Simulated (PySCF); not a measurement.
Compound: C₃H₉GaN₂.
Numbering: `[CH3:1][C:2]#[N+:3][GaH2-:4][CH2:5][NH2:6]` (hydrogens: H7, H8, H9 on C1; H10, H11 on Ga4; H12, H13 on C5; H14, H15 on N6)

Level: CAM-B3LYP/def2-SVPD in PySCF, non-relativistic, on one gas-phase PBE0-D3(BJ)/def2-SVP geometry that isn't relaxed in the solvent. The solvent is an IEF-PCM continuum (Bondi radii, 1.10 Å for H, scaled by 1.2), and excitations are vertical TDDFT with non-equilibrium linear response and a frozen core. The model holds no explicit solvent molecules, cavitation or dispersion. Spin–orbit coupling is left out although an atom past zinc is present.

Gas-phase singlets (H = HOMO, L = LUMO):

| state | E (eV) | λ (nm) | f | leading configurations |
| --- | --- | --- | --- | --- |
| S1 | 5.547 | 224 | 0.011 | H→L 90% |
| S2 | 5.902 | 210 | 0.004 | H→L+1 56%, H→L+2 14% |
| S3 | 6.051 | 205 | 0.014 | H→L+2 81% |
| S4 | 6.288 | 197 | 0.008 | H-1→L 74%, H-1→L+1 11% |
| S5 | 6.460 | 192 | 0.008 | H-2→L 65% |

Question: How does the list change in cyclohexane (ε = 2.017)?

Answer: 
| state | E (eV) | λ (nm) | f | leading configurations | change by rank (eV) |
| --- | --- | --- | --- | --- | --- |
| S1 | 5.631 | 220 | 0.014 | H→L 91% | +0.084 |
| S2 | 5.975 | 207 | 0.006 | H→L+1 64%, H→L+5 12% | +0.073 |
| S3 | 6.181 | 201 | 0.015 | H→L+2 90% | +0.130 |
| S4 | 6.399 | 194 | 0.017 | H-1→L 76% | +0.111 |
| S5 | 6.601 | 188 | 0.038 | H-2→L 56%, H→L+3 16% | +0.141 |

Question: The ground-state energy changes by -0.140 eV from gas to cyclohexane. By how much does the total energy of gas-phase S1 change?

Answer: E(S1) = E(S0) + excitation energy, so it changes by -0.140 + 0.084 = -0.056 eV: it is lowered less than the ground state, which is what a blue shift means. This is the vertical state, with the slow part of the continuum still set for S0.

Question: How do the frontier levels move from gas to cyclohexane?

Answer: 
```tsv
orbital	gas (eV)	solvent (eV)	change (eV)
LUMO+2	1.01	1.17	+0.16
LUMO+1	0.79	0.96	+0.17
LUMO	0.64	0.76	+0.12
HOMO	-7.86	-7.87	-0.01
HOMO-1	-8.61	-8.70	-0.09
HOMO-2	-8.82	-8.95	-0.13
HOMO-3	-11.35	-11.41	-0.06
```

The HOMO–LUMO gap goes from 8.50 to 8.63 eV. Rows go by rank; for HOMO-2 and HOMO-1 the atom shares or the degeneracy differ between the runs, so the row needn't follow one orbital.

Shape of the structure used: `[CH3:1][C:2]#[N+:3][GaH2-:4][CH2:5][NH2:6]`: C2–N3–Ga4–C5 22°, N3–Ga4–C5–N6 -49°, H–N6–C5–Ga4 -57°, H–N6–C5–Ga4 -173°.
